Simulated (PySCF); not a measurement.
**Where the electron goes**

Compound: C5H8FN.
Structure used (GFN2-xTB), in Å, numbered top down from 1:
```xyz
15
C5H8FN angstrom
C     -2.0619    0.3259   -0.0888
C     -0.7979    0.9439    0.5185
C      0.1435   -0.1214    0.9678
F     -0.1672   -0.6025    2.1938
C      1.1842   -0.6642    0.3340
C      1.6453   -0.2820   -0.9879
N      2.6105   -0.7813   -1.6274
H     -2.7621    1.1093   -0.3664
H     -2.5449   -0.3317    0.6299
H     -1.8127   -0.2529   -0.9751
H     -0.3117    1.5911   -0.2104
H     -1.0737    1.5428    1.3896
H      1.7366   -1.4520    0.8319
H      1.1063    0.5142   -1.4917
H      3.1014   -1.5312   -1.1396
```

Computed, not measured: TDDFT CAM-B3LYP/def2-SVPD, vertical, gas phase, core orbitals frozen in the response (PySCF 2.14.0, density-fitted response routines).

Kohn–Sham orbitals with the atoms that hold most of them (Löwdin shares over 4%, at most four atoms; ? is withheld):

| orbital | ε (eV) | atoms |
| --- | --- | --- |
| LUMO+2 | 1.81 | C5 22%, H13 22%, H15 19%, N7 8% |
| LUMO+1 | 1.24 | C1 22%, C2 12%, H8 8%, C3 8% |
| LUMO | -0.13 | ? |
| HOMO | -8.71 | ? |
| HOMO-1 | -9.07 | N7 64%, C6 15%, H15 9%, C5 6% |
| HOMO-2 | -11.69 | C6 28%, N7 27%, C5 14%, C1 7% |
| HOMO-3 | -11.79 | C2 18%, C1 16%, F4 14%, C3 14% |

**Question.** Which atoms hold the LUMO, and with what shares?

**Answer.** C3 (bonded to 2 C and F) 24%; N7 (bonded to C and H) 23%; C6 (bonded to C, N and H) 19%; C5 (bonded to 2 C and H) 13%. By element: carbon 56% or more, nitrogen 23%.

**Question.** Give the leading atoms of the HOMO.

**Answer.** C5 (bonded to 2 C and H) 27%; C3 (bonded to 2 C and F) 23%; N7 (bonded to C and H) 20%; C6 (bonded to C, N and H) 10%. By element: carbon 60% or more, nitrogen 20%.

**Question.** The HOMO–LUMO gap is 8.59 eV. Where does the response calculation put the lowest singlet, and from which orbitals?

**Answer.** S1 is at 4.84 eV (f = 0.0032), 3.75 eV below the gap, made of HOMO-1→LUMO (91%). Its leading pair isn't HOMO and LUMO; the energies of that pair differ by 8.94 eV. Without the coupling terms of the response equations the lowest excitation would equal the gap.

**Question.** One configuration dominates each of S1, S2 and S3. Which, and how do the shares of the two leading atoms of either orbital change from the occupied to the empty one?

**Answer.** 
- S1 (4.84 eV, f 0.0032), HOMO-1→LUMO (91%): N7 64% → 23%, C6 15% → 19%, C3 at most 6% → 24%
- S2 (6.04 eV, f 0.603), HOMO→LUMO (96%): C5 27% → 13%, C3 23% → 24%, N7 20% → 23%
- S3 (7.22 eV, f 0.0062), HOMO→LUMO+1 (75%): C5 27% → at most 8%, C3 23% → 8%, C1 at most 10% → 22%, C2 at most 10% → 12%

One conformer stands for the species.
